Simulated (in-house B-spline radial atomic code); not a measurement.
A calculation on the tellurium ion Te⁺: its settings, and results tabulated from the run. Method: non-relativistic B97-1, spin-polarised, spherical fractional occupations, point nucleus. Calculated with a B-spline radial code for spherical atoms.

Command:
```bash
python run_scf.py task.json out
```
Settings:
```
Z                52
configuration    [Kr] 4d10 5s2 5p3
hamiltonian      nr
method           b97_1
spin_polarised   True
```

Output (hartree, bohr):
```
 radial grid: 64 intervals, B-splines of order 8, outer radius 60 bohr

 iter        energy (Eh)    residual
    1       -6608.957773    6.47e-01
    2       -6610.731745    3.18e-01
    3       -6613.755786    3.77e-02
    4       -6613.801320    1.28e-02
    5       -6613.803031    2.84e-03
    6       -6613.803167    1.27e-03
    7       -6613.803206    1.31e-04
    8       -6613.803206    3.57e-05
    9       -6613.803206    4.42e-06
   10       -6613.803206    4.72e-07

 total energy                     -6613.80321
 kinetic                            6611.1206
 electron-nucleus                 -15691.9974
 Hartree                            2638.0021
 exact exchange                      -35.4075
 exchange-correlation               -135.5210

 orbital      occ     eigenvalue          <r>       <r^2>       <1/r>       <r^4>       r_max
 1s up      1.000     -1120.2144    0.0292396  0.00114348     51.4703 3.30724e-06     0.01937
 1s down    1.000     -1120.2105    0.0292395  0.00114347     51.4704 3.30722e-06     0.01937
 2s up      1.000      -168.6837     0.125993   0.0186404     11.7992 0.000589565       0.107
 2s down    1.000      -168.6817     0.125992   0.0186401     11.7992 0.000589546       0.107
 2p up      3.000      -158.2240     0.107393   0.0140197     11.8032 0.000385056     0.08374
 2p down    3.000      -158.2203     0.107394   0.0140199      11.803 0.000385065     0.08374
 3s up      1.000       -34.0522     0.335468    0.128417     4.29121   0.0249739      0.3055
 3s down    1.000       -34.0483     0.335456    0.128405     4.29124   0.0249676      0.3055
 3p up      3.000       -29.6731     0.326122    0.123166     4.21434   0.0240568      0.2921
 3p down    3.000       -29.6681     0.326124    0.123165     4.21421   0.0240553      0.2921
 3d up      5.000       -21.5667     0.296812    0.104167     4.07859   0.0197695      0.2384
 3d down    5.000       -21.5632     0.296797    0.104154     4.07872   0.0197634      0.2384
 4s up      1.000        -6.1381     0.794352    0.712758     1.73404    0.750357      0.7274
 4s down    1.000        -6.1300     0.794462    0.712708     1.73309    0.748703      0.7277
 4p up      3.000        -4.6131     0.833959    0.792702     1.62887    0.962464      0.7494
 4p down    3.000        -4.6041     0.833887    0.792084     1.62806    0.957707      0.7499
 4d up      5.000        -2.0279     0.965155     1.09384     1.37359      2.0915      0.8083
 4d down    5.000        -2.0173      0.95878     1.07608     1.37965     1.99485      0.8082
 5s up      1.000        -0.9044      2.11699     5.03958    0.605385     38.0588       1.868
 5s down    1.000        -0.7954      2.14751     5.22293    0.602062     41.8029       1.846
 5p up      3.000        -0.5673      2.46608     6.89138    0.515146     74.0386       2.133

 Slater integrals (Eh)
   F0(5s up,5s up)               0.425407
   F0(5s up,5s down)             0.422404
   F0(5s up,5p up)               0.391578
   G1(5s up,5p up)               0.264608
   F0(5s down,5s down)           0.419460
   F0(5s down,5p up)             0.389118
   F0(5p up,5p up)               0.365765
   F2(5p up,5p up)               0.198270
```

Run time, properties included: 0.42 s on 1 thread of Arm Neoverse V1 (shared host).
